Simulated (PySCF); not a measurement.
What settings do to a single point of [Er(H2S)2]3+

The sound run of [Er(H2S)2]3+ (singlet in the valence; each metal's 4f electrons, 11 of them, lie in its core potential, out of spins and levels) uses PySCF 2.14.0, RKS PBE0, Er lcecp-1-SVP with ECP57, S def2-SVP, H def2-SVP; non-relativistic Hamiltonian with scalar-relativistic core potentials where named; density fitting; no spin-orbit coupling, grid (50, 194), threshold 1e-8 Eh and 55 cycles, at the relaxed geometry:

```xyz
7

Er   -1.3694    0.0000    0.0000
S     0.4414    0.1943    2.0595
H     0.8269    1.5085    2.1566
H    -0.2536    0.1241    3.2421
S     0.4414   -0.1943   -2.0595
H     0.8269   -1.5085   -2.1566
H    -0.2536   -0.1241   -3.2421
```

There Er1 has a Mulliken charge of 1.90 e and the dipole about the centre of mass is 0.12 D. Each run below changes one thing and starts from free metal ions and neutral atoms unless it says otherwise; with 55 cycles, smearing, a level shift and second-order steps follow where DIIS fails, and their cycles count. Energy shifts count from the sound run. On f atoms grids over 110 angular points are at least (60, 302).

| change | outcome | cycles | energy shift (eV) | largest force component (eV/Å) | charge on Er1 (e) | dipole about the centre of mass (D) |
| --- | --- | --- | --- | --- | --- | --- |
| grid (99, 590) | converged | 10 | -0.0005 | 0.00 | 1.90 | 0.12 |
| start from the bare core Hamiltonian, limit 76 cycles | converged | 13 | 0.0000 | 0.00 | 1.90 | 0.12 |
| all coordinates × 0.94 | converged | 10 | 0.58 | 2.34 | 1.83 | 0.36 |

**Question.** How does the run with this change end: cycle limit 8?

**Answer.** outcome not converged, cycles 8.

Forces carry noise of the integration grid, about 0.01 to 0.03 eV/Å.

An lcecp potential fixes the number of 4f electrons, so in runs with it no electron can move into or out of that shell.
